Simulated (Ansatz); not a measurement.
Geometry optimisation, Ansatz 0.2.0, RKS PBE0/def2-mTZVP.

Input file:

```yaml
crystal:
  periodic: [false, false, false]
  atoms:
    - { symbol: W, position_ang: [0.0, 0.0, 0.0] }
    - { symbol: F, position_ang: [0.0, 0.0, 2.2] }
    - { symbol: H, position_ang: [1.72, 0.0, 0.0] }
    - { symbol: H, position_ang: [0.0, 1.72, 0.0] }
    - { symbol: H, position_ang: [-1.72, 0.0, 0.0] }
    - { symbol: H, position_ang: [0.0, -1.72, 0.0] }
    - { symbol: H, position_ang: [0.0, 0.0, -1.72] }
    - { symbol: Br, position_ang: [1.8861, 1.9648, 0.905] }
    - { symbol: H, position_ang: [0.861, 0.8969, 2.1051] }
basis:
  gaussian: { orbitals: def2-mTZVP }
hamiltonian:
  xc: pbe0
relax:
  f_tol: 0.15
  max_steps: 25
  restrain:
    - { distance: [0, 7], at: 2.57, k: 30.0 }
    - { distance: [8, 1], at: 0.92, k: 30.0 }
    - { distance: [0, 1], at: 3.05, k: 30.0 }
    - { distance: [8, 7], at: 2.75, k: 30.0 }
output:
  orbitals: {}
```

Launched with:

```bash
$ ansatz run input.yaml --threads 4 --pin off --max-ram 5120MiB --backend cpu --events-out ev --progress --plain --runs-dir out
```

Problem. Where does it end, and by what steps?

Solution. The forces met the threshold. The restraints hold the end off the free minimum; the threshold counts their pulls, which the force column leaves out. Restrained pairs: W1–Br8 (2.87 → 2.55 Å), F2–H9 (1.25 → 0.93 Å), W1–F2 (2.20 → 3.05 Å), Br8–H9 (1.91 → 2.75 Å). After 11 steps the energy has fallen by 5.721 eV (the restraints' own energy left out); H4 moved furthest, 0.85 Å.

| step | energy less start (eV) | largest force component (eV/Å) | accepted |
| --- | --- | --- | --- |
| 0 | 0.0000 | 4.511 | yes |
| 1 | -0.7184 | 2.845 | yes |
| 2 | -1.8577 | 4.062 | yes |
| 3 | -3.5554 | 3.067 | yes |
| 4 | -4.9707 | 1.036 | yes |
| 5 | -5.5023 | 1.081 | yes |
| 6 | -5.6361 | 0.647 | yes |
| 7 | -5.7005 | 0.530 | yes |
| 8 | -5.7120 | 0.499 | yes |
| 9 | -5.7017 | 0.700 | no |
| 10 | -5.7203 | 0.462 | yes |
| 11 | -5.7206 | 0.455 | yes |

```xyz
9
Properties=species:S:1:pos:R:3
W 0.215 0.225 -0.432
F 0.212 0.231 2.614
H 1.381 -0.657 0.372
H -0.690 1.379 0.366
H -1.399 -0.148 -0.077
H -0.132 -1.393 -0.073
H 0.363 0.370 -2.139
Br 1.928 1.970 0.283
H 0.869 0.884 2.576
```

Run time: 26 s on 4 threads of Arm Neoverse V2, with other jobs on the host, peak memory 0.27 GiB.
